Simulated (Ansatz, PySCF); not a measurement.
Gas-phase reaction (SMILES): FB(Br)Br + N (NH3) -> NB(Br)Br + F (HF); ammonia cleaves one B-F bond, a model of a ligand-exchange step.

Each molecule is optimised on its own at B3LYP-D3(BJ)/def2-TZVP (Ansatz, an electronic-structure program), one conformer each, not searched for the lowest. Valence correlation only, unless marked. Spin-orbit coupling is left out. The frozen core is the preceding noble-gas configuration, with the filled d and f shells of earlier blocks. Non-relativistic. CBS marks a two-point X^-3 extrapolation of the correlation energy; Hartree-Fock from the larger set (for Q and 5 zeta extrapolated as (X+1)exp(-9√X)). Thermal terms are rigid-rotor harmonic-oscillator values from B3LYP-D3(BJ) frequencies (Ansatz or PySCF) at 298.15 K and 1 atm. 1 Eh = 627.5095 kcal/mol.

```
species   E, CCSD(T)/CBS(cc-pVQZ,cc-pV5Z) (Ansatz) (Eh)  E, B3LYP-D3(BJ)/def2-TZVPD (Ansatz + dftd3) (Eh)  H - E (Eh)
--------  ---------------------------------------------  ------------------------------------------------  ----------
FB(Br)Br                                    -5270.07738                                       -5273.25275     0.01343
N (NH3)                                       -56.50471                                         -56.58902     0.03799
NB(Br)Br                                    -5226.18698                                       -5229.34661     0.03873
F (HF)                                       -100.39528                                        -100.49389     0.01259
```

Task: Work out ΔE and ΔH at 298.15 K at the first level, then ΔH at the second.

Result: 
1. ΔE = [(-5226.18698) + (-100.39528)] - [(-5270.07738) + (-56.50471)] = -0.00017 Eh = -0.1 kcal/mol at CCSD(T)/CBS(cc-pVQZ,cc-pV5Z).
2. The terms H - E add up to -0.00010 Eh, so ΔH = (-0.00017 + (-0.00010))×627.5095 = -0.2 kcal/mol.
3. At B3LYP-D3(BJ)/def2-TZVPD the same steps give ΔE = 0.8 and ΔH = 0.7 kcal/mol, a shift of +0.9 from the first level.
4. These values are not checked against measurement here, since the tables used lack a sound gas-phase enthalpy of formation for at least one species.
